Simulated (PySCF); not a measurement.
# Polarisability and C₆ of Mn (manganese, neutral)

[Ar] 3d5 4s2, high-spin 6S determinant. All numbers are calculated (PySCF 2.14, the non-relativistic Hamiltonian (point nucleus), in aug-cc-pV5Z (10s9p7d5f4g3h2i, 202 functions)). Coupled (time-dependent) response in atomic units; α is the mean over directions.

```tsv
method	mean α (bohr³)	C₆ (like pair)	S(−4)
BLYP	69.18	649.3	2644
```

S(−4) is the Cauchy moment in α(ω) = α(0) + S(−4) ω² + …

Reference α: 68 ± 9 bohr³ (recommended; Schwerdtfeger and Nagle, table of static dipole polarizabilities (2023 update)). Published C₆: 552.0 (Chu and Dalgarno (2004); Tang, Norbeck and Certain (1976)).

α(iu) at BLYP:

```csv
u (hartree),α(iu) (bohr³)
0,69.18
0.0500,63.27
0.100,51.04
0.200,30.37
0.300,19.23
0.500,9.881
0.750,5.733
1.00,3.918
1.50,2.301
2.00,1.567
3.00,0.8874
5.00,0.4088
```

A single London oscillator, α(iu) = α/(1 + u²/ω²), gives C₆ = (3/4) ω α². Matching the computed C₆ needs ω = 4 × 649.3 / (3 × 69.18²) = 0.181 hartree.
